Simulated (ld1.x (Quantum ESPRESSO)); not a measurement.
# Before and after: TM potential for boron

B (Z = 5), norm-conserving Troullier–Martins (Kleinman–Bylander form), made with ld1.x (Quantum ESPRESSO) 7.5 (PBEsol, non-relativistic). Core [He], reference 2s2 2p1. Waves: 2p (bound): rc 1.95 bohr; 3d channel at 0.3 Ry: rc 1.90 bohr; 2s (bound): rc 1.30 bohr. Local part: the s channel. Core correction: none.

Change: functional LDA (PZ).

Cutoffs: the cutoffs (Ry, on a coarse ladder) from which the occupation-weighted sum of valence levels, in a spherical-Bessel basis at the reference potential, stays within 10 and 1 mRy of its value at 400 Ry; they do not see the model core or the augmentation charge, which bear on the density cutoff. Errors are all-electron minus pseudo energies relative to the spin-unpolarised reference configuration.

Task: What does the change do?

Result: The potential gets neither clearly harder nor softer (25 Ry and 55 Ry → 25 Ry and 55 Ry); the number of tests with a reliable result goes from 7 to 9; of the 7 tests that both files solve, the error grows in 3 and shrinks in 1 by more than 15 % and 0.3 meV (median size 4.8 → 4.5 meV); neither file shows a bound ghost.

| quantity | base | changed |
| --- | --- | --- |
| cutoff, loose | 25 Ry | 25 Ry |
| cutoff, tight | 55 Ry | 55 Ry |
| bound ghosts | none | none |
| error for 2s2 2p0, meV [ΔE 8.14 → 8.33 eV] | +23 | +24 |
| error for 2s1 2p0, meV [ΔE 33.40 → 33.63 eV] | +98 | +134 |
| error for 2s2 2p0.5, meV [ΔE 2.86 → 2.94 eV] | +2.8 | +3.0 |
| error for 2s1 2p1, meV [ΔE 14.26 → 14.28 eV] | -4.8 | +2.0 |
| error for 2s1 2p2, meV [ΔE 5.81 → 5.68 eV] | +2.5 | +4.5 |
| error for 2s2 2p1.3, meV [ΔE -0.72 → -0.77 eV] | +0.2 | +0.2 |
| error for 2s0 2p3, meV [ΔE 11.64 → 11.39 eV] | +5.6 | +20 |
| s: phases at 2.14 bohr within 0.05 rad from the reference energy up to (Ry; the scan ends near 5) | 3.4 | 3.4 |
| p: phases at 2.14 bohr within 0.05 rad from the reference energy up to (Ry; the scan ends near 5) | 2.9 | 2.8 |
| d: phases at 2.14 bohr within 0.05 rad from the reference energy up to (Ry; the scan ends near 5) | to the end of the scan | to the end of the scan |
